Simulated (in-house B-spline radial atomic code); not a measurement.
How G0W0 and RPA depend on the start: Ca VI (Ca5+)

Configuration [Ne] 3s2 3p3, highest spin. Computed with a B-spline radial code for spherical atoms: all electrons, scalar-relativistic (spin-free one-electron X2C), finite nucleus, each spin shell either full or empty, empty states to l = 9 with an (l + 1/2)⁻⁴ tail; G0W0 by contour deformation at full frequency.

```json
{"start": "Hartree-Fock", "mean-field 3p up (eV)": "-107.89", "G0W0 (eV)": "-108.37", "QP weight": "0.972", "RPA correlation (Eh)": "-0.85021"}
{"start": "LDA VWN5", "mean-field 3p up (eV)": "-98.18", "G0W0 (eV)": "-107.91", "QP weight": "0.944", "RPA correlation (Eh)": "-0.9601"}
{"start": "PBE", "mean-field 3p up (eV)": "-98.32", "G0W0 (eV)": "?", "QP weight": "?", "RPA correlation (Eh)": "?"}
{"start": "PBE0", "mean-field 3p up (eV)": "-100.96", "G0W0 (eV)": "-108.05", "QP weight": "0.955", "RPA correlation (Eh)": "-0.92598"}
{"start": "r2SCAN", "mean-field 3p up (eV)": "-99.31", "G0W0 (eV)": "?", "QP weight": "?", "RPA correlation (Eh)": "?"}
{"start": "HSE06", "mean-field 3p up (eV)": "-100.52", "G0W0 (eV)": "-108.03", "QP weight": "0.954", "RPA correlation (Eh)": "-0.92962"}
{"start": "B3LYP (VWN-RPA)", "mean-field 3p up (eV)": "-100.31", "G0W0 (eV)": "-108.00", "QP weight": "0.953", "RPA correlation (Eh)": "-0.93269"}
{"start": "SCAN", "mean-field 3p up (eV)": "-99.34", "G0W0 (eV)": "-108.00", "QP weight": "0.950", "RPA correlation (Eh)": "-0.9403"}
{"start": "TPSS", "mean-field 3p up (eV)": "-98.65", "G0W0 (eV)": "-107.92", "QP weight": "0.946", "RPA correlation (Eh)": "-0.95178"}
{"start": "BHandHLYP", "mean-field 3p up (eV)": "-103.28", "G0W0 (eV)": "-108.16", "QP weight": "0.962", "RPA correlation (Eh)": "-0.89824"}
{"start": "CAM-B3LYP", "mean-field 3p up (eV)": "-102.27", "G0W0 (eV)": "-108.09", "QP weight": "0.959", "RPA correlation (Eh)": "-0.91634"}
{"start": "LC-wPBE", "mean-field 3p up (eV)": "-103.80", "G0W0 (eV)": "-108.15", "QP weight": "0.962", "RPA correlation (Eh)": "-0.9123"}
{"start": "wB97X", "mean-field 3p up (eV)": "-103.36", "G0W0 (eV)": "-108.10", "QP weight": "0.962", "RPA correlation (Eh)": "-0.90845"}
{"start": "PBEsol", "mean-field 3p up (eV)": "-98.19", "G0W0 (eV)": "-107.90", "QP weight": "0.944", "RPA correlation (Eh)": "-0.95879"}
{"start": "BLYP", "mean-field 3p up (eV)": "-98.03", "G0W0 (eV)": "-107.84", "QP weight": "0.944", "RPA correlation (Eh)": "-0.95895"}
{"start": "r2SCAN0", "mean-field 3p up (eV)": "-101.65", "G0W0 (eV)": "-108.13", "QP weight": "0.958", "RPA correlation (Eh)": "-0.91473"}
{"start": "LDA exchange-only", "mean-field 3p up (eV)": "-96.86", "G0W0 (eV)": "-107.93", "QP weight": "0.942", "RPA correlation (Eh)": "-0.95945"}
```

Question: What G0W0 level, weight and RPA correlation energy follow from the PBE start?

Answer: G0W0 level -107.88 eV, weight 0.944, RPA correlation -0.95834 hartree.

Question: What G0W0 level, weight and RPA correlation energy follow from the r2SCAN start?

Answer: G0W0 level -108.02 eV, weight 0.950, RPA correlation -0.94071 hartree.

Question: How much of the dependence on the start does G0W0 remove?

Answer: The mean-field levels span 11 eV and the G0W0 levels 0.53 eV. Against 108.78 ± 0.25 eV (NIST, semi-empirical) the G0W0 removal energies are off by -0.94 to -0.41 eV, with spin-orbit coupling, Breit and QED terms left out.
